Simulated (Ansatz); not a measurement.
A nudged elastic band was laid between two geometries of CH7AlOSi (11 atoms, charge 0, multiplicity 1).

Level of theory: RKS PBE-D4/def2-SVP in Ansatz 0.2.0.

- movable images: 9
- climbing image: yes
- spring: 5.0 eV/Å²
- optimiser: fire
- start path: through a guess of the saddle point
- force threshold: 0.05 eV/Å
- iteration limit: 60
- end points: relaxed

First end point:

```xyz
11
Properties=species:S:1:pos:R:3
C -1.001 1.360 -0.086
Si 0.541 0.274 -0.170
O 1.402 0.623 1.260
Al -0.057 -2.137 -0.237
H -1.644 1.081 0.773
H -0.704 2.422 0.034
H -1.600 1.271 -1.016
H 1.351 0.701 -1.383
H 2.301 0.254 1.292
H 0.383 -3.135 -1.420
H -0.906 -2.771 0.974
```

Last end point:

```xyz
11
Properties=species:S:1:pos:R:3
C -0.942 1.389 -0.155
Si 0.597 0.278 -0.225
O 1.663 0.582 1.070
Al 0.036 -2.135 -0.252
H -1.588 1.162 0.717
H -0.639 2.455 -0.090
H -1.549 1.261 -1.076
H 1.385 0.684 -1.445
H 1.392 0.163 1.905
H -0.402 -2.950 -1.567
H 0.112 -2.947 1.138
```

(1) What changes between the two ends?

(2) Give the energies along the band, and the barrier.

(3) What is the geometry of the highest image?

Answers

(1) No bond is made or broken. The dihedral Al4–Si2–O3–H9 goes from 70 to -46°.

(2) The forces met the threshold. The highest image is number 5 of 0 to 10, 3.1 kJ/mol above the first end and 6.7 kJ/mol above the last; the last end lies 3.6 kJ/mol below the first. The order of the stationary point at the top wasn't checked.

```json
{"image": "0", "path coordinate (Å)": "0.00", "energy (kJ/mol)": "0.0", "dihedral Al4–Si2–O3–H9 (°)": "70"}
{"image": "1", "path coordinate (Å)": "0.17", "energy (kJ/mol)": "0.2", "dihedral Al4–Si2–O3–H9 (°)": "59"}
{"image": "2", "path coordinate (Å)": "0.34", "energy (kJ/mol)": "0.9", "dihedral Al4–Si2–O3–H9 (°)": "46"}
{"image": "3", "path coordinate (Å)": "0.50", "energy (kJ/mol)": "2.0", "dihedral Al4–Si2–O3–H9 (°)": "32"}
{"image": "4", "path coordinate (Å)": "0.66", "energy (kJ/mol)": "2.9", "dihedral Al4–Si2–O3–H9 (°)": "17"}
{"image": "5", "path coordinate (Å)": "0.82", "energy (kJ/mol)": "3.1", "dihedral Al4–Si2–O3–H9 (°)": "2"}
{"image": "6", "path coordinate (Å)": "1.09", "energy (kJ/mol)": "1.4", "dihedral Al4–Si2–O3–H9 (°)": "-13"}
{"image": "7", "path coordinate (Å)": "1.35", "energy (kJ/mol)": "-0.7", "dihedral Al4–Si2–O3–H9 (°)": "-25"}
{"image": "8", "path coordinate (Å)": "1.62", "energy (kJ/mol)": "-2.4", "dihedral Al4–Si2–O3–H9 (°)": "-35"}
{"image": "9", "path coordinate (Å)": "1.90", "energy (kJ/mol)": "-3.3", "dihedral Al4–Si2–O3–H9 (°)": "-41"}
{"image": "10", "path coordinate (Å)": "2.17", "energy (kJ/mol)": "-3.6", "dihedral Al4–Si2–O3–H9 (°)": "-46"}
```

(3) 
```xyz
11
Properties=species:S:1:pos:R:3
C -0.986 1.363 -0.093
Si 0.597 0.328 -0.229
O 1.614 0.700 1.087
Al 0.007 -2.095 -0.268
H -1.544 1.123 0.835
H -0.751 2.447 -0.080
H -1.658 1.175 -0.958
H 1.314 0.773 -1.484
H 1.875 -0.043 1.654
H 0.313 -3.111 -1.477
H -0.715 -2.717 1.033
```

Run time: 6.3 min on 2 threads of Intel(R) Xeon(R) Platinum 8488C (Sapphire Rapids) (shared host), peak memory 0.16 GiB.
